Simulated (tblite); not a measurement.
Compound: C₈H₁₁PS.
SMILES with atom numbers: `[CH3:1][P:2]([c:3]1[cH:4][cH:5][s:6][cH:7]1)[CH:8]1[CH2:9][CH2:10]1` (hydrogens: H11, H12, H13 on C1; H14 on C4; H15 on C5; H16 on C7; H17 on C8; H18, H19 on C9; H20, H21 on C10)

Computed with GFN2-xTB (tblite), gas phase: L-BFGS steps from a force-field or distance-geometry start until the largest atomic force falls under 0.01 eV/Å.

Step 5: E = -774.2015 eV
```
atom  x, y, z in Å  |  force x, y, z in eV/Å
C1     -0.0865   -1.9904   -0.9178   -0.012   0.044   0.012
P2     -0.2716   -0.1410   -0.9980   -0.026  -0.031   0.052
C3      1.2875    0.3603   -0.1783   -0.027   0.006   0.060
C4      2.5704   -0.1446   -0.5302    0.058  -0.059  -0.007
C5      3.5815    0.4315    0.1629   -0.026  -0.012  -0.014
S6      3.0135    1.6352    1.2480   -0.040   0.053   0.006
C7      1.3926    1.3532    0.7491   -0.065  -0.025   0.050
C8     -1.4572    0.0668    0.4030    0.023   0.026  -0.018
C9     -2.9269    0.0340    0.0768    0.048  -0.087  -0.011
C10    -2.2832    1.3227    0.4494    0.056   0.021   0.009
H11     0.6587   -2.3080   -1.6448    0.018   0.018   0.023
H12     0.1982   -2.3391    0.0752    0.003   0.082  -0.018
H13    -1.0407   -2.4375   -1.1989    0.021   0.056   0.034
H14     2.7348   -0.9028   -1.2719   -0.044  -0.097  -0.051
H15     4.6338    0.2282    0.1152   -0.039  -0.011  -0.040
H16     0.6153    1.9462    1.1851   -0.093  -0.016   0.016
H17    -1.1608   -0.3640    1.3567    0.077   0.004  -0.075
H18    -3.2228   -0.1118   -0.9502    0.020   0.009  -0.072
H19    -3.5966   -0.4294    0.7848    0.002  -0.040   0.034
H20    -2.1344    2.0551   -0.3283    0.025   0.040  -0.048
H21    -2.5144    1.7525    1.4116    0.022   0.018   0.056
```

Step 6: E = -774.2046 eV
```
atom  x, y, z in Å  |  force x, y, z in eV/Å
C1     -0.0861   -1.9867   -0.9159   -0.009  -0.029  -0.002
P2     -0.2733   -0.1425   -0.9997    0.039   0.052   0.045
C3      1.2848    0.3561   -0.1753   -0.007   0.017   0.041
C4      2.5683   -0.1471   -0.5268    0.024  -0.069  -0.055
C5      3.5789    0.4341    0.1619    0.027  -0.057  -0.020
S6      3.0111    1.6372    1.2461   -0.013   0.059   0.031
C7      1.3920    1.3486    0.7519   -0.132  -0.004   0.031
C8     -1.4556    0.0682    0.4002    0.010   0.016   0.007
C9     -2.9248    0.0323    0.0773    0.026  -0.034  -0.020
C10    -2.2805    1.3235    0.4504    0.004   0.004  -0.011
H11     0.6589   -2.3058   -1.6430    0.015   0.020   0.026
H12     0.2005   -2.3346    0.0773   -0.014   0.081  -0.028
H13    -1.0405   -2.4323   -1.1987    0.022   0.033   0.048
H14     2.7299   -0.9037   -1.2711   -0.026  -0.098  -0.037
H15     4.6310    0.2270    0.1132   -0.050   0.007  -0.035
H16     0.6127    1.9416    1.1829   -0.100   0.002   0.039
H17    -1.1563   -0.3629    1.3510    0.088  -0.017  -0.021
H18    -3.2188   -0.1116   -0.9516    0.012   0.010  -0.036
H19    -3.5956   -0.4321    0.7855    0.033  -0.020   0.003
H20    -2.1322    2.0547   -0.3301    0.009   0.028  -0.009
H21    -2.5135    1.7528    1.4140    0.043   0.001   0.004
```

Problem. Estimate the geometry and energy of step 7. (The exact step hangs on the optimiser's Hessian estimate; all steps are aligned on step 6, rigid shifts and turns removed.)

Solution. E = -774.2069 eV, largest force 0.128 eV/Å
```
atom  x, y, z in Å  |  force x, y, z in eV/Å
C1     -0.0857   -1.9840   -0.9145   -0.001  -0.049  -0.015
P2     -0.2740   -0.1427   -1.0001    0.080   0.099   0.015
C3      1.2829    0.3527   -0.1726    0.012   0.031   0.037
C4      2.5670   -0.1502   -0.5250   -0.014  -0.054  -0.067
C5      3.5768    0.4352    0.1608    0.025  -0.066  -0.013
S6      3.0088    1.6397    1.2450   -0.010   0.028   0.017
C7      1.3893    1.3453    0.7550   -0.118  -0.015  -0.005
C8     -1.4540    0.0695    0.3982    0.008   0.002   0.023
C9     -2.9226    0.0303    0.0773    0.005   0.022  -0.022
C10    -2.2783    1.3242    0.4509   -0.038  -0.011  -0.026
H11     0.6593   -2.3037   -1.6412    0.015   0.017   0.019
H12     0.2021   -2.3295    0.0785   -0.019   0.066  -0.013
H13    -1.0401   -2.4277   -1.1976    0.006   0.005   0.048
H14     2.7257   -0.9064   -1.2714   -0.014  -0.078  -0.009
H15     4.6282    0.2262    0.1110   -0.035   0.019  -0.029
H16     0.6085    1.9382    1.1821   -0.109   0.015   0.056
H17    -1.1511   -0.3624    1.3462    0.088  -0.029   0.022
H18    -3.2154   -0.1111   -0.9534    0.009   0.008   0.003
H19    -3.5942   -0.4347    0.7861    0.059  -0.003  -0.028
H20    -2.1303    2.0549   -0.3317   -0.005   0.008   0.028
H21    -2.5120    1.7531    1.4160    0.056  -0.014  -0.042
```

The energy changes by -0.0024 eV. The first-order estimate −F·Δx gives -0.0032 eV and the mean of the old and new forces, exact on a quadratic surface, -0.0024 eV. The step makes an angle of 57° with the force vector and moves no atom by more than 0.007 Å.

Run on Arm Neoverse N1, one thread, shared host.
